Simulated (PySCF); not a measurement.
Si(OH)(NH2) (H₃NOSi), SMILES N[Si]O (connectivity only; charge and spin as stated), neutral, multiplicity 1. Atoms are numbered in the order given.

```xyz
6

Si     0.6423    -0.0608     0.0000
O     -0.4218    -1.3330     0.0000
H     -1.3749    -1.1862     0.0000
N     -0.4015     1.3054     0.0000
H     -1.4139     1.3228     0.0000
H     -0.0191     2.2403     0.0000
```

Geometry optimised at r2SCAN-D4/def2-TZVP. Other conformers were not sampled.

All values below come from r2SCAN-D4/def2-TZVP in PySCF.

Frequencies are harmonic and unscaled.

| mode | ν (cm⁻¹) | IR (km/mol) | Raman (Å⁴/amu) | depolarisation | moving atoms (share of kinetic energy) |
|---|---|---|---|---|---|
| 1 | 318 | 11.6 | 2.6 | 0.45 | H 32 %, O 29 %, N 21 %, Si 18 % |
| 2 | 351 | 24.5 | 0.3 | 0.75 | H 96 % |
| 3 | 464 | 296.3 | 1.1 | 0.75 | H 76 %, N 20 % |
| 4 | 502 | 2.8 | 2.0 | 0.75 | H 89 % |
| 5 | 690 | 54.4 | 6.5 | 0.51 | H 87 %, N 12 % |
| 6 | 763 | 65.7 | 5.1 | 0.41 | H 37 %, O 34 %, N 22 % |
| 7 | 840 | 178.6 | 8.9 | 0.65 | Si 40 %, N 33 %, O 18 %, H 9 % |
| 8 | 894 | 53.7 | 3.3 | 0.75 | H 40 %, Si 31 %, O 22 % |
| 9 | 1577 | 60.1 | 4.8 | 0.73 | H 89 %, N 11 % |
| 10 | 3514 | 3.3 | 262.4 | 0.18 | H 96 % |
| 11 | 3630 | 26.5 | 79.5 | 0.74 | H 92 %, N 8 % |
| 12 | 3787 | 8.9 | 239.9 | 0.29 | H 94 % |
